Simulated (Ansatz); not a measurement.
Single points on Co3S3.

```yaml
crystal:
  periodic: [false, false, false]
  atoms:
    - {symbol: Co, position_ang: [0.594489, 0.484881, 1.008218]}
    - {symbol: Co, position_ang: [-0.860786, 0.735918, -0.567640]}
    - {symbol: Co, position_ang: [0.632050, -1.040936, -0.749494]}
    - {symbol: S, position_ang: [-1.172209, -0.910555, -1.907170]}
    - {symbol: S, position_ang: [1.625278, -1.392686, 1.121444]}
    - {symbol: S, position_ang: [-0.818822, 2.123377, 1.094641]}
basis:
  gaussian: {orbitals: def2-TZVPD, initial_orbitals: start.molden}
magnetization: {spin_polarized: true, initial_magnetization: 1}
hamiltonian: {xc: pbe, dispersion: d4}
scf: {omitted_lower_state_checks: [starts]}
output: {orbitals: {seedname: orbitals}}
```

The file start.molden holds the orbitals of an earlier run on this structure, at another level or in another basis.

```sh
$ ansatz run in.yaml --threads 4 --pin off --events-out ev --progress --plain --max-ram 8704MiB
```

It prints (some lines left out):

```
Functional definition: PBE
2268 factors; their error is unknown
mean field evaluation 1: about -145361.5183 eV, gradient 1.5e1 eV
mean field evaluation 2: about -145362.6678 eV, gradient 2.7e0 eV
mean field evaluation 4: about -145363.0568 eV, gradient 7.9e-1 eV
mean field evaluation 8: about -145363.1066 eV, gradient 2.3e-1 eV
mean field evaluation 16: about -145363.1435 eV, gradient 4.6e-2 eV
mean field -145363.14357401 eV, -5341.9969956671 hartree, gradient 2.6e-6 eV, S^2 3.176753; 0 other end points of the search recorded, 0 dependent functions left out
reference -145363.14364154 eV, -5341.9969981491 hartree; 65, 64 occupied and 217, 218 virtual orbitals, 2268 factors
Total energy: -145363.48607320 eV, -5342.0095822803 hartree
Checks for a lower state left out: starts
```

Run time 72 s (4 threads of Arm Neoverse V1 on a shared host), peak host memory 1.6 GiB.

The first input with `gaussian: {orbitals: def2-SVP, initial_orbitals: start.molden}` (abridged; 29 s):

```
Functional definition: PBE
mean field evaluation 16: about -145335.1231 eV, gradient 1.1e-2 eV
mean field -145335.12310017 eV, -5340.9672622465 hartree, gradient 2.9e-6 eV, S^2 3.341291
Total energy: -145335.46559042 eV, -5340.9798485312 hartree
Checks for a lower state left out: starts
```

As the first input, with `gaussian: {orbitals: def2-TZVP, initial_orbitals: start.molden}`, `hamiltonian: {xc: pbe0, dispersion: d4}` (abridged; 3.2 min):

```
Functional definition: PBE0
mean field evaluation 16: about -145362.7964 eV, gradient 1.6e-1 eV
mean field -145362.80749664 eV, -5341.9846450516 hartree, gradient 8.2e-6 eV, S^2 4.576050
Total energy: -145363.10530577 eV, -5341.9955893355 hartree
Checks for a lower state left out: starts
```

First input, but with `gaussian: {orbitals: 6-31G}`, `hamiltonian: {xc: {name: B3LYP}, dispersion: d4}` (abridged; 43 s):

```
Functional definition: B3LYP
mean field evaluation 16: about -145374.7872 eV, gradient 6.9e0 eV
mean field evaluation 32: about -145375.9307 eV, gradient 3.1e-3 eV
mean field -145375.93068566 eV, -5342.4669133532 hartree, gradient 6.2e-6 eV, S^2 4.391182
Total energy: -145376.50016320 eV, -5342.4878412665 hartree
Checks for a lower state left out: starts
```

As the first input, with `hamiltonian: {xc: r2scan, dispersion: d4}` (abridged; 2.7 min):

```
Functional definition: r2SCAN
mean field evaluation 16: about -145391.8633 eV, gradient 1.8e-5 eV
mean field -145391.86327289 eV, -5343.0524251341 hartree, gradient 3.1e-6 eV, S^2 4.215633
Total energy: -145391.93674337 eV, -5343.0551251246 hartree
Checks for a lower state left out: starts
```

As the first input, with `gaussian: {orbitals: def2-SVP, initial_orbitals: start.molden}`, `hamiltonian: {xc: pbe0, dispersion: d4}` (abridged; 37 s):

```
Functional definition: PBE0
mean field evaluation 16: about -145335.7127 eV, gradient 5.9e-6 eV
mean field -145335.71270800 eV, -5340.9889299346 hartree, gradient 7.1e-6 eV, S^2 4.591520
Total energy: -145336.01053057 eV, -5340.9998747124 hartree
Checks for a lower state left out: starts
```

First input, but with `gaussian: {orbitals: STO-3G}`, `hamiltonian: {xc: hf}` (abridged; 15 s):

```
Functional definition: HF
mean field evaluation 16: about -143639.6172 eV, gradient 1.0e0 eV
mean field evaluation 32: about -143640.7310 eV, gradient 7.0e-4 eV
mean field -143640.73096225 eV, -5278.6994996783 hartree, gradient 2.4e-6 eV, S^2 6.421020
Total energy: -143640.73096225 eV, -5278.6994996783 hartree
Checks for a lower state left out: starts
```

Geometry: PBE-D4/def2-SVP.

The 6-31G sets use Cartesian d functions. B3LYP takes the VWN-RPA correlation. At PBE-D4/def2-TZVPD, PBE-D4/def2-SVP, PBE0-D4/def2-TZVP, B3LYP-D4/6-31G and others the charge 0 doublet is spin-contaminated (final ⟨S²⟩ up to 6.42, 0.75 for a pure state). At PBE0-D4/def2-TZVP a quartet of charge 0 lies 0.77 eV below the doublet, each at its own geometry. Another isomer (doublet) lies 0.30 eV lower at PBE0-D4/def2-TZVP.
